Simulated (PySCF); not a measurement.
**Mg: excitation energy**

Mg [Ne] 3s2 (1S) → Mg [Ne] 3s1 3p1 (3P), as a difference of total energies. Computed with PySCF 2.14 in aug-cc-pCVTZ (8s7p5d3f, 75 functions), with the non-relativistic Hamiltonian (point nucleus). Correlated levels: valence: [Ne] frozen. The calculations carry no spin-orbit coupling.

Problem. Order these methods by the excitation energy they give, lowest first.
A. MP2 (valence)
B. UHF
C. CCSD (valence)
D. SCS-MP2 (valence)

Solution. B (1.790 eV), A (2.375 eV), D (2.547 eV), C (2.591 eV).

Errors of the correlated levels include the incompleteness of this basis and the frozen core.

With two correlated electrons CCSD is exact in that space.

For comparison: 2.714 eV (measured; NIST levels, between the centres of gravity of the two terms).
